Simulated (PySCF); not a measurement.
## Spinor energies of Fe (iron, neutral)

Start: [Ar] 3d6 4s2; 3d3/2 filled at m_j = -3/2, -1/2, +1/2, +3/2; 3d5/2 filled at m_j = +3/2, +5/2. Calculated with PySCF 2.14 in x2c-TZVPall-2c: generalised Hartree-Fock with the X2C-1e Hamiltonian and a Gaussian nucleus; one run each with spin-orbit coupling (SO) switched off, then screened by Boettger's factors.

| spinor shell | electrons | ε, spin-free (eV) | ε, screened SO (eV) | weight of nominal j (screened SO) | rms radius, screened SO (bohr) |
| --- | --- | --- | --- | --- | --- |
| 1s1/2 | 2 | -7175.3 | -7175.2 | 1.000 | 0.0675 |
| 2s1/2 | 2 | -882.71 | -882.67 | 1.000 | 0.288 |
| 2p1/2 | 2 | -748.42 | -757.37 | 0.988 | 0.259 |
| 2p3/2 | 4 | -748.42 | -744.00 | 0.994 | 0.261 |
| 3s1/2 | 2 | -115.68 | -115.67 | 1.000 | 0.870 |
| 3p3/2 | 4 | -75.065 | -74.313 | 0.830 | 0.938 |
| 3p1/2 | 2 | -75.065 | -76.565 | 0.659 | 0.934 |
| 3d3/2 | 4 | -17.346 | -16.992 | 0.659 | 1.24 |
| 3d5/2 | 2 | -17.346 | -18.052 | 0.895 | 1.22 |
| 4s1/2 | 2 | -7.165 | -7.164 | 1.000 | 3.48 |

| quantity | spin-free | screened SO |
| --- | --- | --- |
| E (hartree) | -1271.32370 | -1271.34540 |
| M_J | 4 | 4 |
| ⟨J²⟩ | 20.023 | 20.023 |
| ⟨L²⟩ | 6.006 | 6.012 |
| ⟨S²⟩ | 6.017 | 6.014 |

Each row is a mean over spinors that exchange with the open shell spreads, by up to 15.232 eV (3p3/2).

Rows whose weight is well below 1 are mixtures of j = l ± 1/2: exchange outweighs spin-orbit coupling there, and the label is only the starting occupation.

Without spin-orbit coupling the j labels of p, d and f shells carry no meaning; the spin-free column gives the mean over the occupied spinors of each nl shell.
